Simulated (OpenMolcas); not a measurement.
## Er3+: CASPT2 settings compared

```yaml
Program: OpenMolcas 26.06
Basis: ANO-RCC-VDZP [7s6p4d2f1g]
Scalar_Hamiltonian: DKH2, point nucleus
Active_space: 11 electrons in 7 orbitals (4f)
State_averaging: 2S+1 = 4 odd, 35 roots (21 in the spin-orbit step); 2S+1 = 2 odd, 84 roots (35 in the spin-orbit step)
Spin-orbit_coupling: state interaction with AMFI integrals over the reference wave functions, term energies averaged over their components
```

Methods on the same reference wave functions:
A. CASSCF
B. SS-CASPT2, IPEA 0.6 Eh, imaginary shift 0.25 Eh (closed shells correlated: 4d 5s 5p)
C. SS-CASPT2, IPEA 0.2 Eh, imaginary shift 0.05 Eh (closed shells correlated: none)
D. XMS-CASPT2, IPEA 0.35 Eh, real shift 0.4 Eh (closed shells correlated: 4d 5s 5p)

Energies in cm-1 above 4f11 4I* 15/2, the measured ground level; measured values from the list in Tchang-Brillet, Wyart, Meftah and Ait Mammar, Atoms 6, 52 (2018).

| Level | A | B | C | D | Measured |
| --- | --- | --- | --- | --- | --- |
| 4f11 4I* 15/2 | 0.0 | 0.0 | 0.0 | 0.0 | 0.0 |
| 4f11 4I* 13/2 | 6676 | 6710 | 6690 | 6700 | 6508 |
| 4f11 4I* 11/2 | 10873 | 10740 | 10760 | 10780 | 10172 |
| 4f11 4I* 9/2 [62 %] | 13471 | 12930 | 13100 | 13080 | 12469 |
| 4f11 4F* 9/2 [64 %] | 19067 | 16790 | 17720 | 17190 | 15405 |

Deviations, from unrounded energies. A percentage is the sum of absolute deviations over the sum of measured energies, with the sign that they share, or ± where signs differ.

```
                        Against measurement  Levels      A     B      C      D
             mean absolute deviation (cm-1)       4   1400   660    930    800
      fine structure of the ground term (%)       3   +6.4  +4.2   +4.8   +4.8
other terms of the ground configuration (%)       1  +23.8  +9.0  +15.1  +11.6
```

B lies closest to measurement on these levels and A furthest from it. The largest miss of B in the table is 4f11 4F* 9/2 [64 %], by +1400 cm-1. The ranking rests on the paired levels alone, and a cruder setting can come out closer through cancelling errors.

Among B to D the level of the table that moves most is 4f11 4F* 9/2 [64 %], by 930 cm-1 (lowest in B, highest in C). Moves below CASPT2's spread within the term are not significant.

The mean deviations of B to D differ by less than CASPT2's widest spread within a term (1100 cm-1), so their order carries little weight.

The lowest spin-free term lies below A's lowest term by 0.985 hartree in B, 0.342 hartree in C, 0.996 hartree in D.

CASPT2 does not keep the components of a term degenerate, so their means are used; among the terms shown or strongly mixed into the levels shown the widest spread is 1100 cm-1 (4f11 4I*, D). High states are left out of the spin-orbit mixing, which shifts the levels that they would mix with. Some levels mix across a computed gap that differs much from the measured one, so their mixing is not that of the real levels. The basis is small and was not contracted for so high a charge. Without dynamic correlation excited terms often stand tens of per cent too high (terms of higher spin than the ground term too low), and those without a measured partner can miss by more than the paired ones (holds for A). Some terms miss by over 15 % even with CASPT2, which points to a basis or an active space too small for the shells correlated (holds for C). Computed and measured levels are paired by configuration, term and J; levels that our copy of the source lacks, or whose pairing is in doubt (as where it misses far off the trend of its configuration), stay unpaired and out of the deviations. Only configurations of the active space appear. The table leaves out levels that lie high or whose names do not pair safely across all columns.

A share in square brackets marks a mixed level and gives the weight of the term that names it, the lowest over the columns. * marks odd parity.
